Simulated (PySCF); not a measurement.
Gas-phase reaction: MoO₂Cl₂ + 6 F ⇌ MoF₆ + O₂ + 2 Cl

Energies from PySCF, thermal terms from the rigid-rotor harmonic-oscillator model, ideal gas at 1 bar. † marks an energy on the PBE0/def2-TZVP geometry and frequencies; other levels use their own. Open shells (unrestricted): F (multiplicity 2, electronic degeneracy 6), O₂ (multiplicity 3), Cl (multiplicity 2, electronic degeneracy 6); the rest are closed-shell singlets. Spin-orbit splitting is ignored; it lowers the true energy and changes the entropy of F, Cl. B3LYP is the form with VWN-RPA correlation. Mo: scalar-relativistic def2 core potential, no spin-orbit coupling. The harmonic model lacks anharmonicity and excited electronic states, which grow with temperature; levels with a mode under 35 cm⁻¹ are left out. Soft modes under 120 cm⁻¹ make the harmonic entropy rough for MoO₂Cl₂, MoF₆.

| level | ΔE electronic, kJ | ΔH°(298 K), kJ | ΔS°(298 K), J/K | ΔG°(600 K), kJ |
|---|---|---|---|---|
| B3LYP/def2-TZVP† | -1239 | -1226 | -409 | -979 |
| BLYP/def2-TZVP† | -1344 | -1331 | -409 | -1084 |
| HF/def2-TZVP† | -614 | -601 | -409 | -353 |
| PBE0/def2-QZVP† | -1229 | -1216 | -409 | -968 |
| PBE0/def2-TZVP | -1199 | -1186 | -409 | -939 |
| r2SCAN/def2-TZVP† | -1293 | -1280 | -409 | -1033 |
| ωB97X-V/def2-TZVP† | -1248 | -1235 | -409 | -988 |
ΔH° is lowest at BLYP/def2-TZVP† and highest at HF/def2-TZVP†. No reference value is set beside these.
